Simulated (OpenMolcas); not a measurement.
Multiconfigurational calculation on Cl+

Input:

```
&GATEWAY
Coord
1

Cl 0.0 0.0 0.0
Basis=ANO-R1
Group=XYZ
NoMove
AngMom=0.0 0.0 0.0
AMFI
&SEWARD
&RASSCF
FileOrb=start.orb
Symmetry=1
Spin=3
nActEl=6 0 0
Inactive=2 3
Ras2=1 3
CIRoot=3 3 1
SDav=3
CIMx=300
Iter=120 100
PrWF=0.3
OrbListing=Nothing
MaxOrb=0
Atom
>>> COPY $Project.JobIph JOB001
&RASSCF
FileOrb=start.orb
Symmetry=1
Spin=1
nActEl=6 0 0
Inactive=2 3
Ras2=1 3
CIRoot=7 7 1
SDav=7
CIMx=300
Iter=120 100
PrWF=0.3
OrbListing=Nothing
MaxOrb=0
Atom
CIOnly
>>> COPY $Project.JobIph JOB002
&RASSI
NrOfJobIphs=2 3 6
1 2 3
1 2 3 4 5 6
IphNames
JOB001
JOB002
EJob
SpinOrbit
DIPRint=1.0
SOCoupling=1000.0
Subsets=2
MEES
Property=10
'ANGMOM' 1 'ANGMOM' 2 'ANGMOM' 3 'MLTPL  1' 1 'MLTPL  1' 2 'MLTPL  1' 3
'AMFI' 1 'AMFI' 2 'AMFI' 3 'MLTPL  2' 6
SOProperty=3
'ANGMOM' 1 'ANGMOM' 2 'ANGMOM' 3
```

Launched by
```bash
OMP_NUM_THREADS=1 MOLCAS_MEM=2252 MOLCAS_PROJECT=a pymolcas a.inp > a.log  # once for each step of the input, in one work folder
```

A driver script runs the steps one by one and writes start.orb anew before each from the orbitals found so far, so a CI-only block uses the converged orbitals of the first block.

Output, cut to the results:

```
--- SEWARD ---
Basis set label: CL.ANO-R...4S3P1D.

      Electronic valence basis set:
      ------------------
      Associated Effective Charge  17.000000 au
      Associated Actual Charge     17.000000 au
      Nuclear Model: Finite nucleus - Gaussian distribution
        Gaussian exponent, Xi/bohr**(-2):  3.84638E+08

      Shell  nPrim  nBasis  Cartesian Spherical Contaminant
         s      17       4        X
         p      11       3        X
         d       7       1                 X
                  Relativistic X2C integrals
                  Atomic mean-field integrals
--- RASSCF ---
Wave function specifications:
      -----------------------------

      Number of closed shell electrons          10
      Number of electrons in active shells       6
      Max number of holes in RAS1 space          0
      Max nr of electrons in RAS3 space          0
      Number of inactive orbitals                5
      Number of active orbitals                  4
      Number of secondary orbitals               9
      Spin quantum number                      1.0
      State symmetry                             1
Orbital specifications:
      -----------------------

      Symmetry species                           1   2
                                                ag  au
      Frozen orbitals                            0   0
      Inactive orbitals                          2   3
      Active orbitals                            1   3
      RAS1 orbitals                              0   0
      RAS2 orbitals                              1   3
      RAS3 orbitals                              0   0
      Secondary orbitals                         6   3
      Deleted orbitals                           0   0
      Number of basis functions                  9   9
      Number of CSFs                             3
      Number of root(s) required                 3
      Iter CI   SX   CI       RASSCF       Energy    max ROT     max BLB   max BLB  Level Ln srch  Step   QN
          iter iter root      energy       change     param      element    value   shift minimum  type update
 Nr of preliminary CI iterations:   1
 ###############################################################################
 ###############################################################################
 ###                                                                         ###
 ###                                                                         ###
 ###    WARNING: Problems in orbital optimization.                           ###
 ###                                                                         ###
 ###                                                                         ###
 ###############################################################################
 ###############################################################################
  Warning: In symmetry  1, orbital p=   3 has diagonal density matrix element D(p,p) close to two. (2 - D(p,p))=  0.000000E+00
        1   1    2    0  -460.46016717    0.00E+00   4.32E-08    1   4 1 -3.26E-07   0.50   0.00    SX    NO
        ...
 ###############################################################################
 ###############################################################################
  Warning: In symmetry  1, orbital p=   3 has diagonal density matrix element D(p,p) close to two. (2 - D(p,p))=  0.000000E+00
        4   1    1    0  -460.46016717   -3.98E-13   0.00E+00    3   4 1 -3.78E-08   0.50   0.00    SX    NO
      Convergence after  4 iterations
        5   1    1    0  -460.46016717    3.41E-13   0.00E+00    3   4 1 -3.78E-08   0.50   0.00    SX    NO
      Natural orbitals and occupation numbers for root  1
      sym 1:   2.000000
      sym 2:   1.000000   1.000000   2.000000
      Natural orbitals and occupation numbers for root  2
      sym 1:   2.000000
      sym 2:   1.000000   2.000000   1.000000
      Natural orbitals and occupation numbers for root  3
      sym 1:   2.000000
      sym 2:   2.000000   1.000000   1.000000
::    RASSCF root number  1 Total energy:   -460.46016717
::    RASSCF root number  2 Total energy:   -460.46016717
::    RASSCF root number  3 Total energy:   -460.46016717
--- RASSCF ---
Wave function specifications:
      -----------------------------

      Number of closed shell electrons          10
      Number of electrons in active shells       6
      Max number of holes in RAS1 space          0
...
--- RASSI ---
SPIN-FREE ENERGIES:
  (Shifted by EMIN (a.u.) =       -460.4601671663)

 SF State       Relative EMIN(au)   Rel lowest level(eV)    D:o, cm**(-1)      L_eff

     1             0.0000000000        0.0000000000              0.0000         1.0
     2             0.0000000000        0.0000000000              0.0000         1.0
     3             0.0000000000        0.0000000000              0.0000         1.0
     4             0.0639164879        1.7392562410          14028.0476         2.0
     5             0.0639164879        1.7392562410          14028.0476         2.0
     6             0.0639164879        1.7392562410          14028.0476         2.0
     7             0.0639164879        1.7392562410          14028.0476         2.0
     8             0.0639164879        1.7392562410          14028.0476         2.0
     9             0.1195019239        3.2518130092          26227.6407         0.0
     Dipole printing threshold changed to   1.00000000E+00
Eigenvalues of complex Hamiltonian:
   -----------------------------------
  (Shifted by EMIN (a.u.) =       -460.4601671663)

 SO State       Relative EMIN(au)   Rel lowest level(eV)    D:o, cm**(-1)     J-value

     1            -0.0015513128        0.0000000000              0.0000         1.2
     2            -0.0015513128        0.0000000000              0.0000         1.2
     3            -0.0015513128        0.0000000000              0.0000         1.8
     4            -0.0015513128        0.0000000000              0.0000         1.7
     5            -0.0015513128        0.0000000000              0.0000         1.8
     6             0.0014840324        0.0825959498            666.1813         1.0
     7             0.0014840324        0.0825959498            666.1813         0.6
     8             0.0014840324        0.0825959498            666.1813         0.6
     9             0.0028221829        0.1190088820            959.8714        -0.0
...
```

The J values that RASSI prints are effective ones from its own formula and need not be integers or half-integers; the table below assigns J from the states.

Levels above the lowest, from the spin-orbit matrix, grouped by J:

| Configuration | Term | J | E (cm⁻¹) | Measured (cm⁻¹) | g | Term weight % |
| --- | --- | --- | --- | --- | --- | --- |
| 3s² 3p⁴ | ³P | 2 | 0.0 | 0.0 | 1.501 | 100 |
| 3s² 3p⁴ | ³P | 1 | 666 | 696 | 1.501 | 100 |
| 3s² 3p⁴ | ³P | 0 | 960 | 996 |  | 100 |
| 3s² 3p⁴ | ¹D | 2 | 14383 | 11654 | 1.001 | 100 |
| 3s² 3p⁴ | ¹S | 0 | 26600 | 27878 |  | 100 |

Against the 4 measured excited levels shown (NIST Handbook of Basic Atomic Spectroscopic Data) the mean absolute deviation is 1000 cm-1; the largest miss in energy is 3s² 3p⁴ ¹D₂: computed 14383, measured 11654 cm⁻¹ (+23.4 %).

Without dynamic correlation excited terms often stand tens of per cent too high (terms of higher spin than the ground term too low), and those without a measured partner can miss by more than the paired ones. Terms from blocks run as CI alone lack orbitals of their own. Measured partners are found by configuration, term and J. A level has none where our copy of the source lacks it or the pairing is in doubt (some pairs that miss far off the trend of their configuration count as doubtful), and it then counts in no deviation. Only configurations of the active space appear. The first state left out of the spin-orbit step lies near 120000 cm-1 above the lowest spin-free state of the reference (among the parities and spins computed), and the list stops at four fifths of that energy or lower.

The RASSCF and RASSI steps took 3.7 s on 1 thread of Intel(R) Xeon(R) 6975P-C (Granite Rapids) (shared host); the integral step is not counted.

The term weight is that of the spin-free term in the level, not the purity of its configuration.
